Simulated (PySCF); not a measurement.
N, charge +1, triplet. Base run: PySCF with HF/STO-3G.

Geometry (Å):
```xyz
1

N      0.0000     0.0000     0.0000
```
Charge +1, spin multiplicity 3.
Orbitals are unrestricted.
All else is at PySCF's defaults.
Base energy -53.24264 Eh.

Variants of this job, named by their change:

```
change                                       ΔE vs base (mEh)  SCF cycles  <S^2>
-------------------------------------------  ----------------  ----------  -----
base                                                    0.000           2  2.000
DIIS = EDIIS                                            0.000           2  2.000
level_shift = 0.5 (with mf.max_cycle = 100)             0.000           2  2.000
level_shift = 0.1 (with mf.max_cycle = 100)             0.000           2  2.000
damp = 0.5; diis_start_cycle = 5                        0.000           2  2.000
init_guess = sap                                        0.000           2  2.000
conv_tol = 1e-12                                        0.000           2  2.000
diis_space = 12                                         0.000           2  2.000
conv_tol = 1e-4                                         0.000           2  2.000
level_shift = 1.0 (with mf.max_cycle = 100)             0.000           2  2.000
level_shift = 0.3 (with mf.max_cycle = 100)             0.000           2  2.000
diis_space = 2                                          0.000           2  2.000
init_guess = atom                                       0.000           2  2.000
```

Open shells are given as the SCF converged; they aren't shown to be the lowest states, and a large step between rows can be another state.
